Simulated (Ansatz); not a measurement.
```xyz
6

O    -1.4973   -0.1319    0.0131
H    -1.8792    0.6555   -0.0194
H    -0.5314    0.0418    0.0120
O     1.3951    0.2053   -0.0122
H     1.5683   -0.3698   -0.7470
H     1.5185   -0.3660    0.7501
```

Basis set: STO-3G (spherical functions). Frozen core: 2 orbitals. Charge 0, multiplicity 1.

Computed with Ansatz (development build ahead of 0.2.0); each method stands on the lowest determinant of its kind that the runs found. Restricted open shells among the atoms or ions are ROHF, correlated in semicanonical orbitals with singles.

Q: Give the atomization energy at this shape (free ground-state atoms in the same class of orbitals less the molecule, no zero-point energy) of singlet H₄O₂ by RHF-MP2, RHF.

A:

```json
{"method": "RHF-MP2", "atomization energy": "13.95 eV"}
{"method": "RHF", "atomization energy": "12.06 eV"}
```

Caution: no unrestricted run beside it, a lower state can exist; the shape is not the minimum.

This basis has no polarisation functions and is too small for such energies, which can lie far from measured ones in either direction.
